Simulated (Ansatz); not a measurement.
`C[SiH]1NCS1` + `[SiH3]C1C=CS1` → `[SiH3][SiH]1NCS1` + `CC1C=CS1`  (formal exchange of groups at the Si–C bond)

Isolated molecules relaxed with PBE0-D4/def2-TZVP in Ansatz; ΔE leaves out vibrations. CCSD(T)/CBS adds triple-zeta CCSD(T) − MP2 to the extrapolated MP2 energy (def2 sets, frozen cores). DFT in def2-TZVPP. B3LYP here is the variant with VWN-RPA as its local correlation; programs differ in this.

Task: Is it downhill or uphill in electronic energy at CCSD(T)/CBS, and by how much? (An estimate is asked.)

Result: The calculation gave: Uphill: ΔE = +49.9 kJ/mol.

Task: What do these levels give: PBE-D4, r2SCAN-D4, PBE0-D4, B3LYP-D4, ωB97X-V, ωB97M-V, B2PLYP, PBE0, B3LYP, SCS-MP2/def2-TZVPP, MP2/def2-QZVPP, HF/CBS(def2)? (Best estimate.)

Result: Computed: PBE-D4 37.6, r2SCAN-D4 47.7, PBE0-D4 41.3, B3LYP-D4 45.5, ωB97X-V 46.6, ωB97M-V 55.8, B2PLYP 49.7, PBE0 40.6, B3LYP 43.9, SCS-MP2/def2-TZVPP 54.5, MP2/def2-QZVPP 60.0, HF/CBS(def2) 47.3 kJ/mol.

Largest T1 diagnostic among the species: 0.013.

From PBE to PBE0 (25 % exact exchange), in def2-TZVPP and without D4, ΔE moves by +4.0 kJ/mol.
